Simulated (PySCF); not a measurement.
Simulation results for CH₇BNSi, CH₆NSi, CH₃O₂Si, CH₄FOSi and others

Calculation on a computer-drawn molecule: optimised geometry and harmonic frequencies of an isolated molecule of the commonest isotopes, restricted reference for singlets and unrestricted otherwise, frozen core in MP2. Program: PySCF 2.14.0.

```json
{"entry": 1, "formula": "CH7BNSi", "start_structure": {"atoms_angstrom": [["C", -1.236, 1.2281, -1.9424], ["Si", -0.3388, -0.0797, -0.8701], ["B", 0.9306, 0.4056, 0.5277], ["N", 1.2675, 1.6846, 0.822], ["H", -2.3, 1.1286, -1.8594], ["H", -0.9557, 1.0342, -3.0482], ["H", -0.9372, 2.1836, -1.694], ["H", -0.7788, -1.352, -1.284], ["H", 1.4553, -0.4295, 1.1296], ["H", 1.8996, 1.9964, 1.5949], ["H", 0.9112, 2.5222, 0.2908]]}, "given": {"charge": 0, "multiplicity": 2, "method": "HF", "basis": "cc-pV(D+d)Z", "drawn_bonds_atom": [1, 2, 3, 1, 1, 1, 2, 3, 4, 4], "drawn_bonds_other_atom": [2, 3, 4, 5, 6, 7, 8, 9, 10, 11], "drawn_bonds_order": [1, 1, 1, 1, 1, 1, 1, 1, 1, 1]}, "results": {"optimised_atom_element": ["C", "Si", "B", "N", "H", "H", "H", "H", "H", "H", "H"], "optimised_atom_x [angstrom]": [-1.154, -0.02029, 0.9558, 1.146, -2.024, -1.522, -0.6238, -0.7341, 1.445, 1.666, 0.7828], "optimised_atom_y [angstrom]": [1.22, -0.09257, 0.3994, 1.717, 1.413, 0.8929, 2.165, -1.396, -0.4683, 1.959, 2.511], "optimised_atom_z [angstrom]": [-2.007, -1.236, 0.4703, 0.8774, -1.37, -2.983, -2.152, -1.167, 1.146, 1.696, 0.3918], "modes_frequency [cm^-1]": [98.36, 128.8, 148.4, 330.3, 437.4, 560.9, 573.4, 596.9, 698.0, 752.7, 816.0, 946.5, 959.7, 965.4, 1211, 1377, 1390, 1553, 1556, 1759, 2273, 2669, 3160, 3235, 3250, 3807, 3907], "modes_reduced_mass [dalton]": [1.84, 2.176, 1.227, 2.665, 1.191, 1.903, 1.59, 1.451, 1.702, 1.925, 1.247, 1.194, 1.2, 1.157, 1.525, 1.639, 2.072, 1.052, 1.053, 1.201, 1.042, 1.094, 1.036, 1.101, 1.101, 1.051, 1.098], "rotational_constants [GHz]": [10.41, 3.239, 2.538], "total_energy [hartree]": -410.0258, "spin_squared": 0.7615, "convergence_status_largest_gradient_component [hartree/bohr]": 2.003e-05}}
{"entry": 2, "formula": "CH6NSi", "start_structure": {"atoms_angstrom": [["C", -1.2125, -0.2548, 0.6573], ["Si", -0.3142, 0.3166, -0.9412], ["N", -0.8659, -0.3712, -2.4017], ["H", -0.7676, 0.2025, 1.5729], ["H", -1.1588, -1.3682, 0.7583], ["H", -2.2347, -0.0645, 0.6505], ["H", 1.1636, -0.0935, -0.8458], ["H", -0.7115, -1.3559, -2.638], ["H", -1.7581, -0.2088, -2.7365]]}, "given": {"charge": 0, "multiplicity": 2, "method": "HF", "basis": "cc-pV(D+d)Z", "drawn_bonds_atom": [1, 2, 1, 1, 1, 2, 3, 3], "drawn_bonds_other_atom": [2, 3, 4, 5, 6, 7, 8, 9], "drawn_bonds_order": [1, 1, 1, 1, 1, 1, 1, 1]}, "results": {"optimised_atom_element": ["C", "Si", "N", "H", "H", "H", "H", "H", "H"], "optimised_atom_x [angstrom]": [-1.215, -0.2569, -0.9506, -0.7738, -1.2, -2.258, 1.16, -0.4387, -1.927], "optimised_atom_y [angstrom]": [-0.2365, 0.184, -0.6721, 0.2643, -1.316, 0.08275, -0.261, -0.6979, -0.5454], "optimised_atom_z [angstrom]": [0.6566, -0.9111, -2.249, 1.523, 0.8351, 0.5823, -0.8028, -3.112, -2.446], "modes_frequency [cm^-1]": [159.0, 172.4, 274.8, 499.8, 603.5, 697.3, 721.8, 832.5, 885.7, 939.6, 961.5, 1381, 1549, 1552, 1699, 2250, 3162, 3244, 3251, 3758, 3847], "modes_reduced_mass [dalton]": [1.074, 1.276, 1.886, 1.252, 1.06, 3.758, 1.064, 2.227, 1.813, 1.388, 1.271, 1.247, 1.052, 1.051, 1.108, 1.042, 1.035, 1.102, 1.101, 1.051, 1.094], "rotational_constants [GHz]": [20.67, 6.456, 5.258], "total_energy [hartree]": -384.7437, "spin_squared": 0.7546, "convergence_status_largest_gradient_component [hartree/bohr]": 1.602e-05}}
{"entry": 3, "formula": "CH3O2Si", "start_structure": {"atoms_angstrom": [["C", -1.2882, 0.0856, -0.0875], ["Si", -1.2981, -1.5718, -1.1073], ["O", -0.9647, -1.3168, -2.6404], ["O", -1.6054, -2.7784, -0.2398], ["H", -2.0109, 0.7903, -0.4941], ["H", -0.3061, 0.6568, -0.2354], ["H", -1.4238, -0.058, 0.9743]]}, "given": {"charge": -1, "multiplicity": 1, "method": "HF", "basis": "aug-cc-pV(D+d)Z", "drawn_bonds_atom": [1, 2, 2, 1, 1, 1], "drawn_bonds_other_atom": [2, 3, 4, 5, 6, 7], "drawn_bonds_order": [1, 2, 1, 1, 1, 1]}, "results": {"optimised_atom_element": ["C", "Si", "O", "O", "H", "H", "H"], "optimised_atom_x [angstrom]": [-1.264, -1.283, -0.9814, -1.596, -2.031, -0.3044, -1.439], "optimised_atom_y [angstrom]": [0.09497, -1.524, -1.308, -2.762, 0.7733, 0.6041, -0.06989], "optimised_atom_z [angstrom]": [-0.1107, -1.098, -2.586, -0.2489, -0.4969, -0.2438, 0.9531], "modes_frequency [cm^-1]": [29.11, 278.3, 390.6, 424.4, 687.2, 792.3, 860.8, 1062, 1319, 1346, 1541, 1551, 3140, 3198, 3233], "modes_reduced_mass [dalton]": [1.06, 3.366, 4.624, 9.65, 4.716, 1.39, 1.35, 14.6, 18.14, 1.272, 1.052, 1.056, 1.036, 1.098, 1.101], "rotational_constants [GHz]": [7.584, 7.143, 3.763], "total_energy [hartree]": -478.3954, "convergence_status_largest_gradient_component [hartree/bohr]": 2.298e-05}}
{"entry": 4, "formula": "CH3O2Si", "start_structure": {"atoms_angstrom": [["C", -1.2636, 0.095, -0.1107], ["Si", -1.2826, -1.5242, -1.0976], ["O", -0.9814, -1.3082, -2.5855], ["O", -1.5958, -2.7623, -0.2489], ["H", -2.0307, 0.7733, -0.4969], ["H", -0.3044, 0.604, -0.2438], ["H", -1.4388, -0.0699, 0.9531]]}, "given": {"charge": -1, "multiplicity": 1, "method": "MP2", "basis": "aug-cc-pV(D+d)Z", "drawn_bonds_atom": [1, 2, 2, 1, 1, 1], "drawn_bonds_other_atom": [2, 3, 4, 5, 6, 7], "drawn_bonds_order": [1, 2, 1, 1, 1, 1]}, "results": {"optimised_atom_element": ["C", "Si", "O", "O", "H", "H", "H"], "optimised_atom_x [angstrom]": [-1.264, -1.283, -0.9717, -1.606, -2.038, -0.2949, -1.441], "optimised_atom_y [angstrom]": [0.1015, -1.53, -1.295, -2.799, 0.7842, 0.6128, -0.06723], "optimised_atom_z [angstrom]": [-0.1069, -1.101, -2.633, -0.2157, -0.4984, -0.2419, 0.9663], "modes_frequency [cm^-1]": [38.38, 254.0, 340.8, 370.0, 644.0, 736.3, 793.1, 932.1, 1171, 1221, 1440, 1448, 3048, 3137, 3163], "modes_reduced_mass [dalton]": [1.059, 3.434, 5.371, 10.4, 4.77, 1.334, 1.338, 14.13, 17.95, 1.261, 1.05, 1.055, 1.034, 1.098, 1.102], "rotational_constants [GHz]": [7.142, 6.99, 3.612], "total_energy [hartree]": -479.0649, "convergence_status_largest_gradient_component [hartree/bohr]": 3.47e-05}}
{"entry": 5, "formula": "CH4FOSi", "start_structure": {"atoms_angstrom": [["C", -0.0253, -1.0553, 0.6859], ["Si", -1.1752, -1.2318, 2.2957], ["O", -1.5843, -2.7613, 2.5748], ["F", -2.4861, -0.4459, 1.9339], ["H", 0.886, -1.6865, 0.7721], ["H", 0.3096, -0.0739, 0.5578], ["H", -0.6104, -1.465, -0.1227], ["H", -2.3968, -3.1052, 2.2566]]}, "given": {"charge": 0, "multiplicity": 2, "method": "HF", "basis": "cc-pV(D+d)Z", "drawn_bonds_atom": [1, 2, 2, 1, 1, 1, 3], "drawn_bonds_other_atom": [2, 3, 4, 5, 6, 7, 8], "drawn_bonds_order": [1, 1, 1, 1, 1, 1, 1]}, "results": {"optimised_atom_element": ["C", "Si", "O", "F", "H", "H", "H", "H"], "optimised_atom_x [angstrom]": [-0.02006, -1.192, -1.684, -2.491, 0.8639, 0.2981, -0.524, -2.334], "optimised_atom_y [angstrom]": [-1.076, -1.292, -2.858, -0.3493, -1.704, -0.03531, -1.37, -3.141], "optimised_atom_z [angstrom]": [0.7141, 2.145, 2.155, 1.899, 0.8444, 0.6252, -0.2113, 2.782], "modes_frequency [cm^-1]": [131.0, 218.3, 235.0, 297.7, 372.4, 702.0, 792.0, 823.4, 876.0, 908.2, 952.0, 1383, 1542, 1546, 3173, 3262, 3273, 4171], "modes_reduced_mass [dalton]": [1.053, 1.947, 2.008, 2.563, 4.799, 3.697, 1.442, 1.622, 2.179, 1.925, 6.191, 1.26, 1.05, 1.05, 1.035, 1.101, 1.103, 1.067], "rotational_constants [GHz]": [6.921, 6.22, 3.66], "total_energy [hartree]": -503.5238, "spin_squared": 0.7534, "convergence_status_largest_gradient_component [hartree/bohr]": 3.471e-05}}
{"entry": 6, "formula": "CH5NSi2", "start_structure": {"atoms_angstrom": [["C", -0.9936, -1.0224, -0.1465], ["Si", -1.6254, -1.0211, 1.7256], ["N", -0.7743, 0.3713, 2.242], ["Si", -0.0227, 1.6222, 2.9081], ["H", -1.3949, -1.8075, -0.7596], ["H", -1.3038, -0.0309, -0.5805], ["H", 0.0864, -1.0656, -0.2401], ["H", -0.6368, 2.9528, 2.9355], ["H", 1.2753, 1.6277, 3.4665]]}, "given": {"charge": 0, "multiplicity": 1, "method": "HF", "basis": "cc-pV(D+d)Z", "drawn_bonds_atom": [1, 2, 3, 1, 1, 1, 4, 4], "drawn_bonds_other_atom": [2, 3, 4, 5, 6, 7, 8, 9], "drawn_bonds_order": [1, 1, 2, 1, 1, 1, 1, 1]}, "results": {"optimised_atom_element": ["C", "Si", "N", "Si", "H", "H", "H", "H", "H"], "optimised_atom_x [angstrom]": [-1.012, -1.546, -0.7258, -0.04544, -1.439, -1.328, 0.0811, -0.653, 1.278], "optimised_atom_y [angstrom]": [-1.001, -0.9834, 0.3917, 1.629, -1.846, -0.07221, -1.052, 2.967, 1.592], "optimised_atom_z [angstrom]": [-0.1579, 1.684, 2.225, 2.895, -0.7059, -0.649, -0.2344, 2.959, 3.536], "modes_frequency [cm^-1]": [71.1, 123.7, 128.0, 251.0, 350.9, 604.1, 650.0, 661.8, 722.6, 752.1, 850.6, 1086, 1351, 1428, 1534, 1550, 2364, 2366, 3138, 3214, 3238], "modes_reduced_mass [dalton]": [1.037, 4.688, 3.904, 1.086, 4.532, 6.673, 1.188, 4.643, 1.175, 1.248, 1.422, 1.068, 1.244, 14.14, 1.052, 1.059, 1.056, 1.03, 1.035, 1.1, 1.102], "rotational_constants [GHz]": [13.79, 2.121, 1.901], "total_energy [hartree]": -673.0622, "convergence_status_largest_gradient_component [hartree/bohr]": 3.025e-05}}
{"entry": 7, "formula": "BClFH2Si", "start_structure": {"atoms_angstrom": [["F", 0.1917, 0.4531, -0.4384], ["B", -0.4282, 1.1897, 0.37], ["Si", 0.2537, 1.2671, 2.2501], ["Cl", 1.9646, 2.0368, 2.6541], ["H", -1.3613, 1.7735, -0.1366], ["H", -0.5338, 0.7653, 3.3683]]}, "given": {"charge": 1, "multiplicity": 1, "method": "HF", "basis": "cc-pV(D+d)Z", "drawn_bonds_atom": [1, 2, 3, 2, 3], "drawn_bonds_other_atom": [2, 3, 4, 5, 6], "drawn_bonds_order": [1, 1, 1, 1, 1]}, "results": {"optimised_atom_element": ["F", "B", "Si", "Cl", "H", "H"], "optimised_atom_x [angstrom]": [-1.167, -0.4091, 0.2984, 1.465, -0.1126, 0.01199], "optimised_atom_y [angstrom]": [0.1772, 1.191, 1.199, 2.664, 2.057, 0.1969], "optimised_atom_z [angstrom]": [-0.02026, 0.2539, 2.232, 2.84, -0.4986, 3.26], "modes_frequency [cm^-1]": [23.44, 129.9, 279.6, 490.4, 607.3, 704.1, 839.3, 842.2, 1116, 1393, 2427, 2862], "modes_reduced_mass [dalton]": [4.259, 8.028, 12.74, 1.176, 6.062, 6.329, 1.568, 1.192, 1.203, 8.231, 1.044, 1.101], "rotational_constants [GHz]": [21.37, 1.707, 1.581], "total_energy [hartree]": -873.5120, "convergence_status_largest_gradient_component [hartree/bohr]": 2.637e-05}}
{"entry": 8, "formula": "BClFH2Si", "start_structure": {"atoms_angstrom": [["F", -1.1668, 0.1772, -0.0203], ["B", -0.4091, 1.1914, 0.2539], ["Si", 0.2984, 1.1994, 2.2325], ["Cl", 1.4649, 2.6635, 2.8404], ["H", -0.1126, 2.0571, -0.4986], ["H", 0.012, 0.1969, 3.2597]]}, "given": {"charge": 1, "multiplicity": 1, "method": "MP2", "basis": "cc-pV(D+d)Z", "drawn_bonds_atom": [1, 2, 3, 2, 3], "drawn_bonds_other_atom": [2, 3, 4, 5, 6], "drawn_bonds_order": [1, 1, 1, 1, 1]}, "results": {"optimised_atom_element": ["F", "B", "Si", "Cl", "H", "H"], "optimised_atom_x [angstrom]": [-1.179, -0.4099, 0.296, 1.465, -0.1023, 0.01676], "optimised_atom_y [angstrom]": [0.169, 1.189, 1.195, 2.669, 2.069, 0.195], "optimised_atom_z [angstrom]": [-0.03888, 0.2568, 2.233, 2.83, -0.4904, 3.277], "modes_frequency [cm^-1]": [33.5, 118.7, 268.7, 462.7, 593.5, 692.5, 803.4, 804.0, 1068, 1351, 2354, 2780], "modes_reduced_mass [dalton]": [4.278, 8.016, 12.45, 1.172, 5.84, 5.246, 1.251, 1.568, 1.203, 8.322, 1.045, 1.101], "rotational_constants [GHz]": [21.09, 1.697, 1.571], "total_energy [hartree]": -873.9879, "convergence_status_largest_gradient_component [hartree/bohr]": 2.865e-05}}
```
